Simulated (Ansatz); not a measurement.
Born–Oppenheimer molecular dynamics of FH6OPSi (10 atoms, charge 0, multiplicity 1). It starts at the highest image of a converged band. Of that band: Neighbouring images differ by up to 2.1 eV, so the band resolves the path poorly. A vibrational analysis at the climbing image gives one clearly imaginary mode, 1317i cm⁻¹: a first-order saddle point.

The calculation used RKS PBE0-D4/6-31G* (Ansatz).

```
ensemble                      : NVE (velocity Verlet)
time step                     : 0.5 fs
steps asked                   : 200
starting velocities drawn for : 100 K
seed                          : 5981
```

Frames 1 fs apart, positions in Å.

Velocities at 45.0 fs (Å/ps):

```
Si -10.11 13.89 -14.85
H 1.77 17.99 0.00
F -11.27 -4.13 8.75
H -11.03 13.06 -21.17
O 6.89 6.84 3.28
H 21.47 25.54 33.23
P 9.90 -14.03 5.16
H 11.07 -12.88 33.83
H 11.85 35.31 25.06
H 45.37 -65.59 -32.62
```

```xyz
10
Properties=species:S:1:pos:R:3 time_fs=45.0 energy_less_start_eV=-2.207 T=2234
Si -0.247 0.249 -0.095
H -0.393 0.676 1.450
F 1.340 0.190 -0.517
H -0.908 1.300 -0.909
O -0.891 -1.223 -0.500
H -0.499 -2.012 -0.136
P 1.781 -2.414 1.190
H 0.470 -2.947 1.409
H 1.510 -1.839 -0.081
H 1.493 -1.268 2.174
10
Properties=species:S:1:pos:R:3 time_fs=46.0 energy_less_start_eV=-2.343 T=2364
Si -0.257 0.263 -0.109
H -0.390 0.691 1.442
F 1.329 0.186 -0.508
H -0.919 1.312 -0.930
O -0.884 -1.216 -0.497
H -0.476 -1.988 -0.101
P 1.791 -2.428 1.195
H 0.482 -2.961 1.442
H 1.522 -1.803 -0.054
H 1.540 -1.338 2.134
10
Properties=species:S:1:pos:R:3 time_fs=47.0 energy_less_start_eV=-2.383 T=2401
Si -0.267 0.277 -0.123
H -0.385 0.700 1.418
F 1.317 0.182 -0.499
H -0.929 1.321 -0.952
O -0.878 -1.208 -0.494
H -0.454 -1.964 -0.065
P 1.801 -2.442 1.201
H 0.496 -2.974 1.472
H 1.534 -1.768 -0.021
H 1.587 -1.410 2.086
10
Properties=species:S:1:pos:R:3 time_fs=48.0 energy_less_start_eV=-2.273 T=2296
Si -0.277 0.291 -0.137
H -0.377 0.703 1.379
F 1.305 0.179 -0.490
H -0.940 1.328 -0.974
O -0.872 -1.200 -0.490
H -0.433 -1.940 -0.028
P 1.811 -2.457 1.207
H 0.511 -2.987 1.500
H 1.546 -1.734 0.016
H 1.634 -1.472 2.041
10
Properties=species:S:1:pos:R:3 time_fs=49.0 energy_less_start_eV=-2.142 T=2173
Si -0.286 0.305 -0.151
H -0.369 0.703 1.328
F 1.293 0.176 -0.482
H -0.949 1.332 -0.996
O -0.866 -1.192 -0.487
H -0.415 -1.911 0.006
P 1.822 -2.472 1.212
H 0.527 -3.000 1.523
H 1.556 -1.704 0.056
H 1.678 -1.508 2.015
10
Properties=species:S:1:pos:R:3 time_fs=50.0 energy_less_start_eV=-2.189 T=2217
Si -0.296 0.319 -0.164
H -0.360 0.699 1.270
F 1.280 0.174 -0.473
H -0.958 1.334 -1.018
O -0.860 -1.185 -0.484
H -0.402 -1.876 0.038
P 1.832 -2.489 1.216
H 0.543 -3.012 1.542
H 1.566 -1.677 0.098
H 1.716 -1.507 2.018
10
Properties=species:S:1:pos:R:3 time_fs=51.0 energy_less_start_eV=-2.327 T=2347
Si -0.306 0.333 -0.177
H -0.353 0.697 1.212
F 1.268 0.172 -0.464
H -0.966 1.334 -1.042
O -0.855 -1.177 -0.480
H -0.393 -1.837 0.066
P 1.843 -2.507 1.220
H 0.559 -3.022 1.558
H 1.573 -1.655 0.139
H 1.752 -1.474 2.050
10
Properties=species:S:1:pos:R:3 time_fs=52.0 energy_less_start_eV=-2.334 T=2353
Si -0.315 0.347 -0.190
H -0.349 0.697 1.164
F 1.256 0.170 -0.456
H -0.975 1.333 -1.067
O -0.849 -1.170 -0.477
H -0.387 -1.798 0.091
P 1.855 -2.526 1.223
H 0.573 -3.030 1.570
H 1.577 -1.637 0.177
H 1.786 -1.423 2.099
10
Properties=species:S:1:pos:R:3 time_fs=53.0 energy_less_start_eV=-2.196 T=2223
Si -0.324 0.361 -0.204
H -0.348 0.704 1.134
F 1.245 0.169 -0.448
H -0.983 1.331 -1.093
O -0.845 -1.163 -0.474
H -0.383 -1.760 0.117
P 1.866 -2.545 1.227
H 0.585 -3.036 1.579
H 1.579 -1.623 0.212
H 1.820 -1.371 2.152
10
Properties=species:S:1:pos:R:3 time_fs=54.0 energy_less_start_eV=-2.041 T=2074
Si -0.334 0.374 -0.218
H -0.350 0.718 1.126
F 1.234 0.169 -0.440
H -0.991 1.329 -1.122
O -0.841 -1.156 -0.470
H -0.378 -1.726 0.145
P 1.878 -2.563 1.231
H 0.593 -3.040 1.585
H 1.577 -1.613 0.243
H 1.854 -1.332 2.201
10
Properties=species:S:1:pos:R:3 time_fs=55.0 energy_less_start_eV=-1.941 T=1978
Si -0.343 0.388 -0.233
H -0.358 0.741 1.138
F 1.224 0.168 -0.433
H -1.000 1.327 -1.152
O -0.838 -1.148 -0.468
H -0.372 -1.697 0.174
P 1.891 -2.581 1.236
H 0.598 -3.040 1.591
H 1.572 -1.608 0.270
H 1.888 -1.311 2.241
10
Properties=species:S:1:pos:R:3 time_fs=56.0 energy_less_start_eV=-1.893 T=1931
Si -0.352 0.400 -0.248
H -0.370 0.771 1.164
F 1.214 0.169 -0.426
H -1.008 1.326 -1.185
O -0.835 -1.141 -0.465
H -0.368 -1.671 0.203
P 1.903 -2.599 1.241
H 0.599 -3.038 1.594
H 1.565 -1.608 0.293
H 1.922 -1.312 2.269
```

Of the whole run (100 fs, mean temperature of the second half 2211 K): The conserved energy stayed within 0.6 meV per atom of its start (net change 0.026 meV per atom), so the integration is sound. The kinetic energy rose, since the run started high on the potential surface and went downhill. It ends in pieces (FH3OSi + H3P), so much of that is their flight and rotation, not heat. A run of 0.1 ps of so small a system gives no equilibrium averages. The orbitals stay closed-shell, which can raise the energy where a bond breaks towards radicals; this wasn't checked here.

Run time: 12 min on 1 thread of Arm Neoverse V1 (shared host), peak memory 0.18 GiB.
